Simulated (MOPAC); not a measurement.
Input for MOPAC: PM3 on BFH2Se2 (SMILES FB([SeH])[SeH]), a point of a torsion scan.

```
PM3 1SCF PRECISE CHARGE=0 THREADS=1
BFH2Se2

F      0.28311036 1     2.03263904 1     0.31837401 1
B      0.13556167 1     0.76723249 1    -0.02467847 1
Se    -1.66259452 1     0.15161396 1    -0.41711631 1
Se     1.68291087 1    -0.35756774 1     0.10661104 1
H     -2.32376341 1     1.19440910 1     0.31796133 1
H      1.03275682 1    -1.59126649 1    -0.26702352 1
```

Output:

```
*******************************************************************************
 **                                                                           **
 **                              MOPAC v23.2.5                                **
 **                                                                           **
 *******************************************************************************
 ** MOPAC's Digital Object Identifier: https://doi.org/10.5281/zenodo.6511958 **
 **                                                                           **
 ** Please cite the open-source release paper for use of this MOPAC version:  **
 ** J. E. Moussa and J. J. P. Stewart (2026)                                  **
 ** MOPAC: An open-source semiempirical molecular orbital program             **
 ** J. Open Source Softw., 11(119), 8025, https://doi.org/10.21105/joss.08025 **
 *******************************************************************************

                              PM3 CALCULATION RESULTS

 *******************************************************************************
 *  PM3        - The PM3 Hamiltonian to be used
 *
 *
 *
 *                 CHARGE ON SYSTEM = 0
 *
 *
 *
 *  PRECISE    - TIGHTER CRITERIA TO BE USED
 *  1SCF       - DO 1 SCF AND THEN STOP
 *  THREADS=1  - MULTI-THREADING NOT USED
 *  T=         - A TIME OF 172800.0 SECONDS REQUESTED
 *  DUMP=N     - RESTART FILE WRITTEN EVERY 7200.0 SECONDS REQUESTED
 *******************************************************************************
PM3 1SCF PRECISE CHARGE=0 THREADS=1
 BFH2Se2

   ATOM   CHEMICAL          X               Y               Z
  NUMBER   SYMBOL      (ANGSTROMS)     (ANGSTROMS)     (ANGSTROMS)

     1       F          0.28311036  *   2.03263904  *   0.31837401  *
     2       B          0.13556167  *   0.76723249  *  -0.02467847  *
     3      Se         -1.66259452  *   0.15161396  *  -0.41711631  *
     4      Se          1.68291087  *  -0.35756774  *   0.10661104  *
     5       H         -2.32376341  *   1.19440910  *   0.31796133  *
     6       H          1.03275682  *  -1.59126649  *  -0.26702352  *



          CARTESIAN COORDINATES

    NO.       ATOM           X           Y           Z

     1         F          0.2831      2.0326      0.3184
     2         B          0.1356      0.7672     -0.0247
     3        Se         -1.6626      0.1516     -0.4171
     4        Se          1.6829     -0.3576      0.1066
     5         H         -2.3238      1.1944      0.3180
     6         H          1.0328     -1.5913     -0.2670

  H: (PM3): J. J. P. STEWART, J. COMP. CHEM. 10, 209 (1989).
  B: (PM3): J. J. P. STEWART, J. MOL. MOD., 10, 155-164 (2004)
  F: (PM3): J. J. P. STEWART, J. COMP. CHEM. 10, 209 (1989).
 Se: (PM3): J. J. P. STEWART, J. COMP. CHEM. 12, 320-341 (1991).

           Empirical Formula: H2 F B Se2  =     6 atoms



      MOLECULAR POINT GROUP   :   C1


      RHF CALCULATION, NO. OF DOUBLY OCCUPIED LEVELS = 12


 -------------------------------------------------------------------------------
 PM3 1SCF PRECISE CHARGE=0 THREADS=1
 BFH2Se2



     1SCF WAS SPECIFIED, SO BFGS WAS NOT USED
     SCF FIELD WAS ACHIEVED


                              PM3 CALCULATION
                                                       MOPAC v23.2.5 Linux




          FINAL HEAT OF FORMATION =        -85.41749 KCAL/MOL =    -357.38676 KJ/MOL


          COSMO AREA              =        121.56 SQUARE ANGSTROMS
          COSMO VOLUME            =        110.81 CUBIC ANGSTROMS

          IONIZATION POTENTIAL    =          9.936648 EV
          HOMO LUMO ENERGIES (EV) =         -9.937 -1.349
          NO. OF FILLED LEVELS    =         12
          MOLECULAR WEIGHT        =        189.7442         POINT GROUP:  C1

          MOLECULAR DIMENSIONS (Angstroms)

            Atom       Atom       Distance
            H     6    H     5     4.40096
           Se     3    F     1     2.79763
            H     6    F     1     0.44599


          SCF CALCULATIONS        =          1





   ATOM   CHEMICAL          X               Y               Z
  NUMBER   SYMBOL      (ANGSTROMS)     (ANGSTROMS)     (ANGSTROMS)

     1       F          0.28311036  *   2.03263904  *   0.31837401  *
     2       B          0.13556167  *   0.76723249  *  -0.02467847  *
     3      Se         -1.66259452  *   0.15161396  *  -0.41711631  *
     4      Se          1.68291087  *  -0.35756774  *   0.10661104  *
     5       H         -2.32376341  *   1.19440910  *   0.31796133  *
     6       H          1.03275682  *  -1.59126649  *  -0.26702352  *

                             CARTESIAN COORDINATES

   1    F        0.283110360     2.032639040     0.318374010
   2    B        0.135561670     0.767232490    -0.024678470
   3   Se       -1.662594520     0.151613960    -0.417116310
   4   Se        1.682910870    -0.357567740     0.106611040
   5    H       -2.323763410     1.194409100     0.317961330
   6    H        1.032756820    -1.591266490    -0.267023520


           Empirical Formula: H2 F B Se2  =     6 atoms



      MOLECULAR POINT GROUP   :   C1


                  EIGENVALUES
 -27.58651 -22.87478 -21.58736 -18.69187 -18.59358 -17.91563 -15.77008 -13.89652
 -11.91775 -11.19105 -10.80551  -9.93665  -1.34950  -1.29951  -0.60127  -0.23800
  -0.12483   3.72275


              NET ATOMIC CHARGES AND DIPOLE CONTRIBUTIONS

  ATOM NO.   TYPE          CHARGE      No. of ELECS.   s-Pop       p-Pop
    1          F          -0.040318        7.0403     1.56118     5.47914
    2          B          -0.234560        3.2346     1.05793     2.17663
    3         Se           0.083231        5.9168     1.83923     4.07754
    4         Se           0.140762        5.8592     1.82591     4.03333
    5          H           0.017284        0.9827     0.98272
    6          H           0.033601        0.9664     0.96640
 DIPOLE           X         Y         Z       TOTAL
 POINT-CHG.     0.239    -1.597    -0.145     1.621
 HYBRID        -0.917     1.261     0.384     1.605
 SUM           -0.677    -0.336     0.239     0.793


          ATOMIC ORBITAL ELECTRON POPULATIONS

     Atom    s        px        py        pz
    1  F   1.56118   1.93027   1.70986   1.83902
    2  B   1.05793   0.89295   0.80487   0.47881
    3 Se   1.83923   1.07347   1.37053   1.63355
    4 Se   1.82591   1.19162   1.06779   1.77392
    5  H   0.98272
    6  H   0.96640

 **********************
 *                    *
 * JOB ENDED NORMALLY *
 *                    *
 **********************




 == MOPAC DONE ==
```

The run finished.

Cost: very roughly 0.020 core-seconds.
